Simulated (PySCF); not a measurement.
Compound: C6H13ClOSi.
Atom-mapped SMILES: `[CH3:1][CH2:2][C@@H:3]1[C@H:4]([CH3:5])[CH2:6][O:7][Si@H:8]1[Cl:9]`

Structure used (GFN2-xTB), in Å, numbered top down from 1:
```
atom  x, y, z in Å
C1     2.5939    0.5829    0.7140
C2     1.1915    1.0123    0.3013
C3     0.4192   -0.1480   -0.3180
C4    -0.9490    0.2259   -0.9202
C5    -1.7678    1.1420   -0.0165
C6    -1.6870   -1.1062   -1.1172
O7    -1.4215   -1.9698   -0.0311
Si8   -0.0706   -1.6084    0.8085
Cl9    1.1858   -3.1763    0.8056
H10    3.1331    1.4167    1.1578
H11    2.5443   -0.2247    1.4413
H12    3.1567    0.2287   -0.1469
H13    0.6658    1.3879    1.1799
H14    1.2629    1.8286   -0.4235
H15    1.0334   -0.5422   -1.1386
H16   -0.8246    0.7143   -1.8921
H17   -1.2753    2.1012    0.1168
H18   -1.9120    0.6831    0.9586
H19   -2.7454    1.3237   -0.4594
H20   -1.3528   -1.6026   -2.0346
H21   -2.7692   -0.9664   -1.1701
H22   -0.4218   -1.2832    2.1835
```

Probes without a nucleus sit at each ring's centroid and 1 Å off its mean plane on both sides; NICS is minus the shielding there, NICSzz its component along the normal. Level: GIAO PBE0/pcSseg-1 (PySCF, non-relativistic, gas phase) on the GFN2-xTB geometry, one conformer.

Ring bond lengths (Å), with Mayer bond orders in brackets: C3–C4 1.541 (0.97), C4–C6 1.536 (1.01), C6–O7 1.413 (0.88), O7–Si8 1.631 (1.02), Si8–C3 1.908 (0.87).

Q: Give the NICS values of each ring in ppm.

A: 
```
           ring                                                    type  NICS(0)  NICS(1), two faces  NICS(1)zz, two faces  rms pucker (Å)  centre to ring atoms, mean (Å)
C3–C4–C6–O7–Si8  5-membered ring with O and Si; formal bonds all single     -5.8         -3.5 / -2.7           -4.7 / -1.6            0.17                            1.34
```

Q: What can be read from them?

A: 
- C3–C4–C6–O7–Si8: mean NICS(1)zz -3.2 ppm, shielded. C3, C4, C6, Si8 have four or more neighbours, and the NICS criterion for π rings isn't applied. The two faces differ by 3.1 ppm, so no symmetry operation interchanges them.
